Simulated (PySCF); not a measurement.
**Correlation energy of Al (aluminium, neutral)**

[Ne] 3s2 4s1, 2S determinant (an excited configuration). All numbers are calculated (PySCF 2.14, no relativity, point nucleus, in aug-cc-pV(D+d)Z (5s4p3d, 32 functions)). Frozen: [Ne]; 3 electrons correlated.

```json
{"level": "CCSD", "correlation energy (mhartree)": "-45.32"}
{"level": "(T)", "correlation energy (mhartree)": "-0.78"}
{"level": "CCSD(T)", "correlation energy (mhartree)": "-46.10"}
{"level": "CCSDT", "correlation energy (mhartree)": "-46.59"}
{"level": "FCI", "correlation energy (mhartree)": "-46.59"}
```

Diagnostics: T1 = 0.011, D1 = 0.0270, largest double amplitude 0.096, weight of the Hartree-Fock determinant in FCI 0.9279 (9477 determinants).

The outer electron is Rydberg-like, and this basis confines it to a smaller radius and binds it less than a complete one would.

Cost of the coupled-cluster step: roughly 0.4 core-seconds, for 3 correlated electrons.
